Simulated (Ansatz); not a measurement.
The first iterations of a band of BH4NO + H3N (11 atoms, charge 0, multiplicity 1).

Theory: Ansatz, RKS r2SCAN-D4/def2-SVP.

| Quantity | Value |
| --- | --- |
| movable images | 7 |
| climbing image | yes |
| spring | 5.0 eV/Å² |
| optimiser | quadratic models (default) |
| start path | through a guess of the saddle point |
| force threshold | 0.5 eV/Å |
| iteration limit | 60 |
| end points | relaxed |

Image 0:

```xyz
11
Properties=species:S:1:pos:R:3
B -0.162 -0.436 -0.227
H -0.154 -1.019 0.837
O 0.999 -0.034 -0.843
H 1.781 -0.282 -0.340
N -1.385 -0.180 -0.869
H -2.276 -0.475 -0.496
H -1.435 0.269 -1.776
N -0.140 2.376 1.221
H -0.964 2.069 0.699
H 0.636 2.174 0.589
H -0.048 1.692 1.974
```

Image 8:

```xyz
11
Properties=species:S:1:pos:R:3
B 0.014 0.588 -0.585
H -0.656 0.169 3.275
O 1.277 0.136 -0.925
H 1.258 -0.622 -1.517
N -1.173 -0.006 -1.112
H -1.172 -0.847 -1.672
H -2.098 0.259 -0.803
N -0.042 1.681 0.327
H -0.887 2.178 0.565
H 0.806 2.151 0.615
H -0.475 0.470 2.599
```

| iteration | highest image above the first end (eV) | largest band force component (eV/Å) |
| --- | --- | --- |
| 1 | 4.313 | 18.764 |
| 2 | 2.268 | 5.337 |
| 3 | 1.862 | 3.987 |
| 4 | 1.711 | 3.577 |
| 5 | 1.636 | 0.965 |
| 6 | 1.602 | 0.940 |

Q: Does the band converge within its limit, and where does its top end?

A: The forces met the threshold. It ended after 18 iterations with the highest image 1.594 eV above the first end. The threshold of 0.5 eV/Å is loose, so the images may lie well off the minimum-energy path. The profile has 2 maxima (images 2, 5) with wells between them (image 3): this band takes more than one step, which may be the mechanism or a detour left from its start path. Neighbouring images differ by up to 1.7 eV, so the band resolves the path poorly. The order of the stationary point at the top wasn't checked. The orbitals stay closed-shell, which can raise the energy where a bond breaks towards radicals; this wasn't checked here.

Time of the run: 4.6 min on 2 threads of Arm Neoverse V2, on a shared host, peak memory 0.15 GiB.
